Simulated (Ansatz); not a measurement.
Mulliken charges of `[CH3][Ga]1[NH][SiH2]1` from B3LYP/def2-TZVPP in Ansatz (PBE0-D4/def2-TZVP geometry).

```tsv
atom	x (Å)	y (Å)	z (Å)	charge (e)
C1	-0.811	0.938	-1.327	-0.412
Ga2	0.050	-0.056	0.093	0.435
N3	0.349	-1.771	0.782	-0.403
Si4	1.102	-0.769	2.073	0.207
H5	-0.246	0.812	-2.252	0.107
H6	-0.856	1.997	-1.080	0.117
H7	-1.821	0.555	-1.480	0.115
H8	0.959	-2.423	0.308	0.101
H9	-0.237	0.189	1.964	-0.124
H10	1.595	0.477	0.922	-0.143
```

**Question.** By hand: the dipole of these point charges (1 e Å = 4.8032 D).

**Answer.** Σ q r = (0.006, 0.192, -0.181) e Å, of length 0.264 e Å = 1.27 D.

**Question.** How does the dipole of the full density compare? (Estimate.)

**Answer.** Ansatz gave: (-0.102, 0.245, -0.562) e Å, 2.99 D; the point charges give 0.42 times that, at 25° from its direction.

Point charges leave out the atoms' own dipoles, such as those of lone pairs, and Mulliken's split depends on the basis, so the two needn't agree.

B3LYP here is the variant with VWN-RPA as its local correlation; programs differ in this.
